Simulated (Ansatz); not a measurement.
Input for Ansatz (a first-principles code): R-B2PLYP/def2-TZVPPD on H4OSi (SMILES O[SiH3]). Files ending in .json are basis or fitting sets from the Basis Set Exchange.

Ansatz 0.2 input:
```yaml
crystal:
  periodic: [false, false, false]
  atoms:
    - {symbol: O, position_ang: [-0.07272679, 0.98857355, 3.25506609]}
    - {symbol: Si, position_ang: [-0.35517674, -0.49383851, 3.94881624]}
    - {symbol: H, position_ang: [0.48558772, 1.61252798, 3.72556410]}
    - {symbol: H, position_ang: [0.88076177, -1.30826472, 4.01000016]}
    - {symbol: H, position_ang: [-1.35900528, -1.14918282, 3.09114514]}
    - {symbol: H, position_ang: [-0.88076630, -0.33319887, 5.32663548]}
basis:
  gaussian:
    orbitals: def2-TZVPPD.json
hamiltonian:
  xc: {name: B2PLYP}
magnetization: {spin_polarized: false}
correlation: {electrons: outside_noble_gas}
scf: {lower_state_search: off}
```

It printed:

```
WARN ansatz: RAYON_NUM_THREADS=1 ignored (pool sized by the plan → 1); use --threads N
Functional definition: B2PLYP
these checks for a lower state are left out or cut short: stability, starts, cluster_reference, orbital_swaps, neighbouring_geometries, increment
integrals: 0.17 GiB planned
875 factors; integrals over basis functions are off by at most 1.2e-3 eV
mean field: 0.54 GiB planned
mean field evaluation 1: about -9980.8260 eV, gradient 4.5e1 eV
mean field evaluation 2: about -9980.8268 eV, gradient 4.5e1 eV
mean field evaluation 4: about -9984.0076 eV, gradient 2.4e0 eV
mean field evaluation 8: about -9984.0198 eV, gradient 9.5e-2 eV
mean field evaluation 16: about -9984.0198 eV, gradient 2.9e-6 eV
mean field -9984.01979784 eV, -366.9059601588 hartree, gradient 2.9e-6 eV, S^2 0.000000; 0 other end points of the search recorded, 0 dependent functions left out
6 core orbitals not correlated
reference -9984.01994696 eV, -366.9059656390 hartree; 7, 7 occupied and 143, 143 virtual orbitals, 875 factors
second order -12.41421389 eV of doubles, -0.00000000 eV of singles
Total energy: -9987.37178471 eV, -367.0291434043 hartree
Checks for a lower state left out: stability, starts, cluster_reference, orbital_swaps, neighbouring_geometries, increment
```

Self-consistency was reached.

Cost: very roughly 2.1 core-seconds.
